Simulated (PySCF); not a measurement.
2,2,2-trifluoroacetaldehyde (C2HF3O), SMILES O=CC(F)(F)F.

Coordinates come from a PBE-D3(BJ)/def2-SVP optimisation.

All values below come from PySCF with TDDFT-PBE/def2-SVPD.

Vertical excitations.  State labels are in the subgroup Cs.

| state | symmetry | energy (eV) | λ (nm) | f | main pairs |
|---|---|---|---|---|---|
| S1 | A" | 3.88 | 319 | 0.000 | HOMO→LUMO 100 % |
| S2 | A' | 6.80 | 182 | 0.002 | HOMO−1→LUMO 100 % |
| S3 | A" | 7.16 | 173 | 0.001 | HOMO−3→LUMO 76 %, HOMO−4→LUMO 24 % |
| S4 | A' | 7.28 | 170 | 0.022 | HOMO→LUMO+1 96 % |
| S5 | A" | 7.45 | 166 | 0.003 | HOMO−4→LUMO 75 %, HOMO−3→LUMO 23 % |
| S6 | A' | 7.51 | 165 | 0.036 | HOMO−2→LUMO 57 %, HOMO−5→LUMO 40 % |
| S7 | A' | 8.05 | 154 | 0.018 | HOMO→LUMO+2 98 % |
| S8 | A' | 8.23 | 151 | 0.046 | HOMO→LUMO+3 97 % |
| S9 | A" | 8.38 | 148 | 0.002 | HOMO−6→LUMO 93 % |
| S10 | A' | 8.38 | 148 | 0.025 | HOMO−7→LUMO 90 % |
| T1 | A" | 3.20 | 387 | 0 | HOMO→LUMO 100 % |
| T2 | A' | 5.91 | 210 | 0 | HOMO−2→LUMO 74 %, HOMO−5→LUMO 23 % |
| T3 | A' | 6.70 | 185 | 0 | HOMO−1→LUMO 99 % |
| T4 | A" | 6.74 | 184 | 0 | HOMO−3→LUMO 89 % |
Triplets are in the Tamm–Dancoff approximation, which puts them higher than full response would, so one can lie above its singlet here.
